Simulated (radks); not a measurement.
All-electron atom: the lead ion Pb25+ in [Kr] 4d10 4f11. Method: non-relativistic Kohn-Sham, r2SCAN, spin-polarised, spherical densities, point nucleus; open shells are filled with parallel spins first (spin-orbit coupling, left out, can overturn this in heavy ions); meta-GGA in the generalised Kohn-Sham scheme; relativity is left out, which matters for an element this heavy; computed with a radial shooting solver on a logarithmic mesh with Libxc functionals. Some entries of the table are withheld. Estimate them.

| orbital | occ. | eigenvalue (eV) | r(max) (bohr) | <1/r> (bohr^-1) |
|---|---|---|---|---|
| 1s down | 1 | -79799.37 | 0.01225 | 81.44 |
| 1s up | 1 | -79799.36 | 0.01225 | 81.44 |
| 2s up | 1 | -14061.82 | 0.06649 | 19.22 |
| 2s down | 1 | -14061.68 | 0.06649 | 19.22 |
| 2p up | 3 | -13562.46 | 0.05157 | 19.24 |
| 2p down | 3 | -13562.37 | 0.05157 | 19.24 |
| 3s up | 1 | -3893.346 | 0.1810 | 7.498 |
| 3s down | 1 | -3887.965 | 0.1809 | 7.504 |
| 3p up | 3 | -3656.365 | 0.1701 | 7.445 |
| 3p down | 3 | -3651.546 | 0.1700 | 7.452 |
| 3d up | 5 | -3215.303 | 0.1336 | 7.372 |
| 3d down | 5 | -3211.953 | 0.1335 | 7.378 |
| 4s up | 1 | -1377.863 | 0.3973 | 3.384 |
| 4s down | 1 | -1372.472 | 0.3975 | 3.377 |
| 4p up | 3 | -1272.088 | 0.3952 | 3.305 |
| 4p down | 3 | -1266.597 | 0.3954 | 3.298 |
| 4d up | 5 | -1077.742 | (1) | 3.153 |
| 4d down | 5 | -1071.968 | (2) | 3.146 |
| 4f up | 7 | (3) | (4) | 2.914 |
| 4f down | 4 | (5) | (6) | 2.907 |
| 5s up | 0 | -666.8900 | 0.7839 | 1.740 |
| 5s down | 0 | -664.2348 | 0.7859 | 1.733 |
| 5p up | 0 | -622.6491 | 0.8029 | 1.682 |
| 5p down | 0 | -620.0972 | 0.8051 | 1.676 |

Answer. 
(1) 4d up r(max) (bohr): 0.3843
(2) 4d down r(max) (bohr): 0.3847
(3) 4f up eigenvalue (eV): -816.9258
(4) 4f up r(max) (bohr): 0.3324
(5) 4f down eigenvalue (eV): -810.3617
(6) 4f down r(max) (bohr): 0.3332
